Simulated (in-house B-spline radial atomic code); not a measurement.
RPA and G0W0 for Se V (Se4+), [Ar] 3d10 4s2, as one setting changes: the highest l of the empty states. Start: r2SCAN. A dash marks a level of low quasi-particle weight. Computed with a B-spline radial code for spherical atoms: all electrons, scalar-relativistic (spin-free one-electron X2C), finite nucleus, each spin shell either full or empty, empty states to the listed l with an (l + 1/2)⁻⁴ tail; G0W0 by contour deformation at full frequency.

```csv
highest l of the empty states,RPA summed (Eh),RPA extrapolated (Eh),G0W0 level (eV)
4,-2.0159,-2.287,4s -68.18
5,?,?,?
6,-2.1931,-2.2926,4s -68.16
7,-2.2236,-2.2861,4s -68.16
8,-2.2404,-2.2802,4s -68.16
9,-2.2503,-2.2772,4s -68.16
10,?,?,?
11,-2.2607,-2.2744,4s -68.16
```

(1) What belongs in the row for 5?

(2) What belongs in the row for 10?

Answers

(1) RPA summed (Eh): -2.1351; RPA extrapolated (Eh): -2.3013; G0W0 level (eV): 4s -68.18.

(2) RPA summed (Eh): -2.2566; RPA extrapolated (Eh): -2.2755; G0W0 level (eV): 4s -68.16.
